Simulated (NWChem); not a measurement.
# CH8SSi2; SMILES C[SiH2]S[SiH3]

```xyz
12

Si     0.5050     1.8818     0.2865
S     -0.9503     0.5269    -0.5255
Si    -0.2474    -1.3289     0.3346
C      1.1845    -2.0539    -0.6311
H      0.3733     1.9983     1.7694
H      1.8994     1.4433    -0.0284
H      0.2452     3.2038    -0.3500
H      0.1512    -1.0836     1.7558
H     -1.4263    -2.2423     0.3021
H      1.4978    -3.0119    -0.1860
H      0.8919    -2.2345    -1.6764
H      2.0495    -1.3737    -0.6277
```
Atoms are numbered in this order, from 1.

Geometry: optimised at PBE0/def2-SVP.

### Question
Give the principal values of the shielding tensors (ppm) of Si1, S2, Si3, C4 from PBE0/pcSseg-1, GIAO (NWChem), with their diamagnetic and paramagnetic parts as GIAO splits them.

### Answer
```json
[
 {"atom": "Si1", "σ11": "357.1", "σ22": "387.8", "σ33": "461.4", "isotropic": "402.1", "diamagnetic": "880.1", "paramagnetic": "-478.0"},
 {"atom": "S2", "σ11": "764.8", "σ22": "829.5", "σ33": "865.2", "isotropic": "819.9", "diamagnetic": "1059.5", "paramagnetic": "-239.6"},
 {"atom": "Si3", "σ11": "308.9", "σ22": "389.5", "σ33": "414.3", "isotropic": "370.9", "diamagnetic": "880.8", "paramagnetic": "-509.9"},
 {"atom": "C4", "σ11": "175.0", "σ22": "188.6", "σ33": "196.3", "isotropic": "186.6", "diamagnetic": "255.2", "paramagnetic": "-68.5"}
]
```
